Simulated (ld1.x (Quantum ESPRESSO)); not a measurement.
# Reading a pseudo-wave (Ni (Z = 28))

Columns: radius, all-electron u(r) and pseudo u(r) of the 3d shell (level -18.26 eV) of nickel in the configuration [Ne] 3s2 3p6 3d8 4s1 4p0; LDA (PZ), scalar-relativistic, PAW scheme, ld1.x (Quantum ESPRESSO) 7.5.

| r (bohr) | all-electron | pseudo |
| --- | --- | --- |
| 0.085 | 0.0657 | 0.0017 |
| 0.170 | 0.2755 | 0.0130 |
| 0.255 | 0.5216 | 0.0417 |
| 0.340 | 0.7281 | 0.0924 |
| 0.425 | 0.8705 | 0.1655 |
| 0.510 | 0.9514 | 0.2571 |
| 0.595 | 0.9832 | 0.3597 |
| 0.680 | 0.9801 | 0.4638 |
| 0.765 | 0.9542 | 0.5589 |
| 0.850 | 0.9144 | 0.6360 |
| 0.935 | 0.8669 | 0.6889 |
| 1.020 | 0.8158 | 0.7148 |
| 1.105 | 0.7638 | 0.7149 |
| 1.190 | 0.7124 | 0.6937 |
| 1.275 | 0.6628 | 0.6580 |
| 1.360 | 0.6154 | 0.6150 |
| 1.445 | 0.5706 | 0.5706 |
| 1.530 | 0.5284 | 0.5284 |
| 1.615 | 0.4890 | 0.4890 |
| 1.700 | 0.4522 | 0.4522 |
| 1.785 | 0.4180 | 0.4180 |
| 1.870 | 0.3862 | 0.3862 |
| 1.955 | 0.3567 | 0.3567 |
| 2.040 | 0.3293 | 0.3293 |
| 2.125 | 0.3039 | 0.3039 |
| 2.210 | 0.2804 | 0.2804 |

Question: How many radial nodes do the two functions have?

Answer: The all-electron 3d function has n − l − 1 = 0; the pseudo-wave has 0.

Question: At about which radius was the pseudo-wave matched?

Answer: 1.50 bohr. The columns agree to 0.0005 from 1.36 bohr on; several derivatives are matched, so the curves merge somewhat inside the radius.

Question: Where does each function peak?

Answer: Outermost all-electron maximum near 0.59 bohr, pseudo maximum near 1.10 bohr (to the table’s step).

Question: Is the pseudo-wave norm-conserving?

Answer: No, it belongs to a PAW set: the norm inside the radius is not constrained, and the difference is carried by the augmentation charge.
